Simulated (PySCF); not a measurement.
GaCl2I, SMILES [Ga]([Cl])([Cl])[I].

Geometry: PBE0-D3(BJ)/def2-SVP. The structure was generated by enumeration; whether it is a known compound was not checked. The def2 effective core potentials stand for the cores of I; spin–orbit coupling is left out.

Level of theory: PBE/def2-TZVP (PySCF).

**Question.** Estimate the frontier levels, gap, dipole moment and polarisability. (The exact figures need the calculation; the answer reports its results.)

**Answer.** 
The highest occupied level is -7.12 eV. The lowest empty level is -3.10 eV and the orbital gap comes out as 4.01 eV. The dipole moment comes out as 1.02 D, the quadrupole, principal values (traceless, Buckingham form, about the centre of nuclear charge) comes out as -3.94, 0.03, 3.91 D·Å and the mean static polarisability is 85.4 bohr³ (12.65 Å³). The polarisability, principal values is 57.4, 87.4, 111.3 bohr³.
